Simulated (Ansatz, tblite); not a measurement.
Removing and adding an electron: bis(4-tert-butylphenyl)iodonium hydroxide, `CC(C)(C)c1ccc([I+]c2ccc(C(C)(C)C)cc2)cc1.[OH-]`. Total charge 0; singlet. Geometry: PBE-D4/def2-SVP. Ansatz, gas phase; energy differences of separate SCF runs; the oxidised species was run as a doublet alone; the reduced species was run as a doublet alone.

```xyz
49

C     3.5671    1.2984   -6.1017
C     3.1723    2.4962   -5.2078
C     2.3400    3.4769   -6.0522
C     4.4480    3.2268   -4.7295
C     2.3970    1.9796   -3.9827
C     3.0101    1.0643   -3.0970
C     2.3459    0.5603   -1.9688
C     1.0356    0.9791   -1.7120
I    -0.2503    0.4341    0.0502
C    -1.1124   -0.6955    1.7938
C    -0.4371   -1.5715    2.6465
C    -1.1237   -2.1307    3.7400
C    -2.4773   -1.8334    3.9978
C    -3.2560   -2.4408    5.1785
C    -3.8013   -1.3029    6.0715
C    -2.3755   -3.3566    6.0463
C    -4.4350   -3.2761    4.6283
C    -3.1280   -0.9435    3.1142
C    -2.4565   -0.3779    2.0205
C     0.3987    1.8820   -2.5650
C     1.0776    2.3791   -3.6926
H     2.6676    0.7563   -6.4581
H     4.2050    0.5720   -5.5599
H     4.1338    1.6472   -6.9901
H     2.9354    3.8234   -6.9211
H     2.0448    4.3747   -5.4722
H     1.4189    3.0030   -6.4480
H     5.1115    2.5583   -4.1455
H     5.0284    3.6028   -5.5978
H     4.1914    4.0926   -4.0858
H     4.0422    0.7294   -3.2872
H     2.8280   -0.1540   -1.2884
H     0.6168   -1.8103    2.4505
H    -0.5737   -2.8150    4.4014
H    -4.4825   -0.6294    5.5141
H    -4.3702   -1.7213    6.9278
H    -2.9740   -0.6853    6.4764
H    -1.9792   -4.2171    5.4702
H    -1.5162   -2.8093    6.4843
H    -2.9732   -3.7660    6.8858
H    -5.0189   -3.7205    5.4613
H    -5.1287   -2.6598    4.0222
H    -4.0691   -4.1021    3.9851
H    -4.1869   -0.6857    3.2738
H    -2.9979    0.3117    1.3473
H    -0.6379    2.2126   -2.3696
H     0.5526    3.0856   -4.3504
O     1.2872   -1.0395    0.2906
H     0.9056   -1.8021   -0.1951
```

In the def2 sets I takes a core potential; there is no spin–orbit coupling. The xTB rows come from tblite. Single mean-field runs in def2-TZVP are fitted with def2-universal-jkfit. HOMO above LUMO, or a gap near zero within one spin, warns that the state may not be the lowest or that an electron is smeared out.

```csv
level,−HOMO (eV),vertical IE (eV),−LUMO (eV),vertical EA (eV),HOMO–LUMO gap (eV),IE − EA (eV),remarks
GFN1-xTB,10.85,12.95,8.66,6.21,2.19,6.74,–
GFN2-xTB,9.66,11.81,6.89,4.56,2.77,7.25,–
PBE-D4/def2-TZVP,5.38,7.39,2.99,0.86,2.39,6.53,"HOMO above zero (-1 doublet), gap within one spin near zero (+1 doublet)"
PBE0-D4/def2-TZVP,6.36,7.67,2.21,0.95,4.15,6.72,HOMO above zero (-1 doublet)
BHLYP-D4/def2-TZVP,7.24,7.63,1.30,0.97,5.93,6.66,–
```

Relaxing the reduced species (PBE-D4/def2-SVP) changes its energy by -0.78 eV at PBE-D4/def2-TZVP, so the adiabatic electron affinity to this nearest minimum is 1.64 eV. On the way the bond I9–O48 breaks. At PBE0-D4/def2-TZVP it is 1.54 eV.     A HOMO above zero means that the electron is unbound at that level or that self-interaction error raises the level; the energy of removing that electron tells which. Raw xTB energy differences between charge states are shifted by several eV; the methods need an empirical correction for them. Sets without diffuse functions give affinities that are too small.
